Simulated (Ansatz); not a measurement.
Consider the substitution at a C–O bond: `C/N=C/O` + `N[SiH3]` → `C/N=C/N[SiH3]` + H₂O.

Program: Ansatz. Geometries: PBE0-D4/def2-TZVP. ΔE: electronic, gas phase. CCSD(T)/CBS is the MP2 limit (def2-TZVPP, def2-QZVPP) plus CCSD(T) − MP2 in def2-TZVPP, frozen cores. This one scheme is used for every species. Double bonds are as drawn, so ΔE can hold a change between cis and trans. DFT in def2-TZVPP. B3LYP here is the variant with VWN-RPA as its local correlation; programs differ in this. One conformer a species, not always the lowest.

`C/N=C/O`:

Z-matrix (Å, degrees):
```
C
N 1 1.439
H 1 1.093 2 109.7
H 1 1.099 2 113.7 3 121.4
H 1 1.093 2 109.7 3 -117.1
C 2 1.254 1 118.2 3 -121.4
O 6 1.339 2 122.8 1 180.0
H 6 1.094 2 125.9 1 0.0
H 7 0.968 6 106.5 2 0.0
```

`N[SiH3]`:

Cartesian coordinates in Å:
```
N 0.099 0.307 1.017
Si -0.045 -0.082 -0.653
H 0.918 0.018 1.527
H -0.716 0.277 1.607
H 1.221 0.310 -1.324
H -0.289 -1.521 -0.970
H -1.187 0.692 -1.205
```

`C/N=C/N[SiH3]`:

Cartesian coordinates in Å:
```
C -0.238 -1.770 1.385
N -0.116 -0.761 0.372
C 0.123 0.429 0.724
N 0.244 1.409 -0.220
Si 0.065 0.994 -1.908
H -0.105 -1.381 2.406
H -1.223 -2.243 1.326
H 0.502 -2.558 1.219
H 0.244 0.744 1.770
H 0.434 2.342 0.102
H -1.288 0.470 -2.208
H 0.259 2.292 -2.611
H 1.100 0.033 -2.355
```

H₂O:

Cartesian coordinates in Å:
```
O -0.138 0.314 0.184
H 0.427 -0.373 0.545
H -0.289 0.059 -0.729
```

| level | ΔE (kJ/mol) | difference from CCSD(T)/CBS |
| --- | --- | --- |
| PBE-D4 | -17.0 | 4.6 |
| r2SCAN-D4 | -14.4 | 7.2 |
| PBE0-D4 | -17.7 | 3.9 |
| ωB97X-V | -12.9 | 8.7 |
| B2PLYP | -12.9 | 8.7 |
| r2SCAN | -12.6 | 9.0 |
| PBE0 | -12.4 | 9.2 |
| B3LYP | -8.0 | 13.6 |
| HF/def2-TZVPP | -3.3 | 18.3 |
| MP2/def2-TZVPP | -22.8 | -1.2 |
| SCS-MP2/def2-TZVPP | -18.1 | 3.5 |
| CCSD/def2-TZVPP | -15.9 | 5.7 |
| CCSD(T)/def2-TZVPP | -17.8 | 3.8 |
| HF/def2-QZVPP | -4.2 | 17.4 |
| MP2/def2-QZVPP | -25.3 | -3.7 |
| MP2/CBS(def2) | -26.7 | -5.1 |
| CCSD(T)/CBS | -21.6 | 0 |

Largest T1 diagnostic among the species: 0.013.

The D4 term adds −9.3 kJ/mol with B3LYP and −5.3 kJ/mol with PBE0; it sums over pairs of atoms, weighted by their polarisabilities, and B3LYP, whose exchange is more repulsive, gets the larger term. In def2-TZVPP, CCSD(T) changes the Hartree–Fock value by −14.5 kJ/mol (the triples alone add −1.9 kJ/mol) and MP2 by −19.5 kJ/mol.
